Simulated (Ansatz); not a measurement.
Reaction (substitution at a C–Ge bond): `[CH3][Ge]([CH3])([Cl])[SeH]` + `NC#CO` → `COC#CN` + `[CH3][GeH]([Cl])[SeH]`

Isolated molecules relaxed with PBE0-D4/def2-TZVP in Ansatz; ΔE leaves out vibrations. CBS: MP2 limit from def2 TZ/QZ plus the TZ coupled-cluster correction, frozen cores. Functionals use def2-TZVPP. B3LYP here is the variant with VWN-RPA as its local correlation; programs differ in this. HSE06 is defined as in plane-wave codes. For Ge, Se outer-core shells are correlated without core-valence functions, which leaves a few kJ/mol of doubt a bond. Scalar relativity is left out up to krypton. Each species was taken in one conformer, which may not be the lowest.

```json
{"level": "LDA (SPW92)", "ΔE (kcal/mol)": "18.9", "difference from CCSD(T)/CBS": "-2.0"}
{"level": "PBE-D4", "ΔE (kcal/mol)": "19.5", "difference from CCSD(T)/CBS": "-1.4"}
{"level": "revPBE-D4", "ΔE (kcal/mol)": "19.5", "difference from CCSD(T)/CBS": "-1.4"}
{"level": "BLYP-D4", "ΔE (kcal/mol)": "18.3", "difference from CCSD(T)/CBS": "-2.6"}
{"level": "r2SCAN-D4", "ΔE (kcal/mol)": "19.8", "difference from CCSD(T)/CBS": "-1.1"}
{"level": "B97M-V", "ΔE (kcal/mol)": "18.5", "difference from CCSD(T)/CBS": "-2.4"}
{"level": "PBE0-D4", "ΔE (kcal/mol)": "20.1", "difference from CCSD(T)/CBS": "-0.8"}
{"level": "B3LYP-D4", "ΔE (kcal/mol)": "18.8", "difference from CCSD(T)/CBS": "-2.1"}
{"level": "HSE06-D4", "ΔE (kcal/mol)": "20.1", "difference from CCSD(T)/CBS": "-0.8"}
{"level": "BHLYP-D4", "ΔE (kcal/mol)": "18.9", "difference from CCSD(T)/CBS": "-2.0"}
{"level": "CAM-B3LYP-D4", "ΔE (kcal/mol)": "18.4", "difference from CCSD(T)/CBS": "-2.5"}
{"level": "ωB97X-V", "ΔE (kcal/mol)": "19.0", "difference from CCSD(T)/CBS": "-1.9"}
{"level": "ωB97M-V", "ΔE (kcal/mol)": "20.1", "difference from CCSD(T)/CBS": "-0.8"}
{"level": "B2PLYP", "ΔE (kcal/mol)": "19.0", "difference from CCSD(T)/CBS": "-1.9"}
{"level": "PBE-QIDH", "ΔE (kcal/mol)": "20.8", "difference from CCSD(T)/CBS": "-0.1"}
{"level": "revPBE", "ΔE (kcal/mol)": "18.4", "difference from CCSD(T)/CBS": "-2.5"}
{"level": "BLYP", "ΔE (kcal/mol)": "16.6", "difference from CCSD(T)/CBS": "-4.3"}
{"level": "r2SCAN", "ΔE (kcal/mol)": "19.5", "difference from CCSD(T)/CBS": "-1.4"}
{"level": "PBE0", "ΔE (kcal/mol)": "19.3", "difference from CCSD(T)/CBS": "-1.6"}
{"level": "B3LYP", "ΔE (kcal/mol)": "17.4", "difference from CCSD(T)/CBS": "-3.5"}
{"level": "r2SCAN0", "ΔE (kcal/mol)": "20.0", "difference from CCSD(T)/CBS": "-0.9"}
{"level": "HSE06", "ΔE (kcal/mol)": "19.3", "difference from CCSD(T)/CBS": "-1.6"}
{"level": "BHLYP", "ΔE (kcal/mol)": "17.5", "difference from CCSD(T)/CBS": "-3.4"}
{"level": "CAM-B3LYP", "ΔE (kcal/mol)": "17.5", "difference from CCSD(T)/CBS": "-3.4"}
{"level": "LC-ωPBE", "ΔE (kcal/mol)": "19.8", "difference from CCSD(T)/CBS": "-1.1"}
{"level": "HF/def2-SVP", "ΔE (kcal/mol)": "14.7", "difference from CCSD(T)/CBS": "-6.2"}
{"level": "MP2/def2-SVP", "ΔE (kcal/mol)": "18.8", "difference from CCSD(T)/CBS": "-2.1"}
{"level": "CCSD/def2-SVP", "ΔE (kcal/mol)": "16.7", "difference from CCSD(T)/CBS": "-4.2"}
{"level": "CCSD(T)/def2-SVP", "ΔE (kcal/mol)": "16.7", "difference from CCSD(T)/CBS": "-4.2"}
{"level": "HF/def2-TZVPP", "ΔE (kcal/mol)": "16.1", "difference from CCSD(T)/CBS": "-4.8"}
{"level": "MP2/def2-TZVPP", "ΔE (kcal/mol)": "22.4", "difference from CCSD(T)/CBS": "1.5"}
{"level": "SCS-MP2/def2-TZVPP", "ΔE (kcal/mol)": "20.4", "difference from CCSD(T)/CBS": "-0.5"}
{"level": "CCSD/def2-TZVPP", "ΔE (kcal/mol)": "20.4", "difference from CCSD(T)/CBS": "-0.5"}
{"level": "CCSD(T)/def2-TZVPP", "ΔE (kcal/mol)": "20.7", "difference from CCSD(T)/CBS": "-0.2"}
{"level": "HF/def2-QZVPP", "ΔE (kcal/mol)": "15.9", "difference from CCSD(T)/CBS": "-5.0"}
{"level": "MP2/def2-QZVPP", "ΔE (kcal/mol)": "22.5", "difference from CCSD(T)/CBS": "1.6"}
{"level": "SCS-MP2/def2-QZVPP", "ΔE (kcal/mol)": "20.5", "difference from CCSD(T)/CBS": "-0.4"}
{"level": "HF/CBS(def2)", "ΔE (kcal/mol)": "15.8", "difference from CCSD(T)/CBS": "-5.1"}
{"level": "MP2/CBS(def2)", "ΔE (kcal/mol)": "22.7", "difference from CCSD(T)/CBS": "1.8"}
{"level": "CCSD/CBS(def2)", "ΔE (kcal/mol)": "20.7", "difference from CCSD(T)/CBS": "-0.2"}
{"level": "CCSD(T)/CBS", "ΔE (kcal/mol)": "20.9", "difference from CCSD(T)/CBS": "0"}
```

Largest T1 diagnostic among the species: 0.013.

Leaving LDA and LC-ωPBE aside and taking each functional with its dispersion term where it has one, the values spread over 2.5 kcal/mol, from BLYP-D4 to PBE-QIDH. The D4 term adds +1.4 kcal/mol with B3LYP and +0.8 kcal/mol with PBE0; it sums over pairs of atoms, weighted by their polarisabilities, and B3LYP, whose exchange is more repulsive, gets the larger term.
